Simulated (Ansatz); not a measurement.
`[SiH3]CC1=CB1` + H₂ → `CC1=CB1` + SiH₄ at 700 K and 1 bar (hydrogenolysis of a C–Si bond).

Isolated molecules relaxed with PBE0-D4/def2-TZVP in Ansatz; ΔE leaves out vibrations. CCSD(T)/CBS adds triple-zeta CCSD(T) − MP2 to the extrapolated MP2 energy (def2 sets, frozen cores). This one scheme is used for every species. One conformer a species, not always the lowest.

| species | CCSD(T)/CBS energy (Eh) | H − E (kJ/mol) | S (J/(mol·K)) |
| --- | --- | --- | --- |
| `[SiH3]CC1=CB1` | -432.18211 | 307.0 | 462.4 |
| H₂ | -1.17544 | 46.8 | 155.3 |
| `CC1=CB1` | -141.90193 | 241.6 | 373.5 |
| SiH₄ | -291.46306 | 115.5 | 252.9 |

H − E and S are ideal-gas, rigid-rotor, harmonic terms from PBE0-D4/def2-TZVP, for one conformer and one mirror image of each species. For small species the MP2-based limit differs from directly extrapolated CCSD(T) by up to some mEh (0.8 for H₂); such offsets cancel only in part. 1 Eh = 2625.50 kJ/mol, R = 8.31446 J/(mol·K).

Question: By hand: ΔE, ΔH, ΔS and ΔG.

Answer: ΔE = (-141.90193) + (-291.46306) − (-432.18211) − (-1.17544) = -0.00744 Eh = -19.5 kJ/mol. Δ(H − E) = 241.6 + 115.5 − 307.0 − 46.8 = 3.3, so ΔH = -16.2 kJ/mol. ΔS = 373.5 + 252.9 − 462.4 − 155.3 = 8.7 J/(mol·K). ΔG = -16.2 − 700 × (8.7)/1000 = -22.3 kJ/mol.

Question: By hand: the equilibrium constant, and the temperature at which ΔG would vanish if ΔH and ΔS stayed fixed.

Answer: log₁₀ K = −ΔG/(RT ln 10) = 1.7. ΔH and −TΔS have one sign here, so there is no such temperature.

TΔS isn't small against ΔH here. A doubt of 5 kJ/mol in ΔE shifts log₁₀ K by 0.4 here. Other conformers and mirror images would add mixing entropy, several J/(mol·K) or more a flexible species. These are equilibria of isolated gas molecules and say nothing of rates. Largest T1 diagnostic: 0.011 (customary marks: 0.02 for closed shells, 0.045 for open ones).

ΔS is within the doubt of such terms, so its sign, and with it that verdict, could turn.
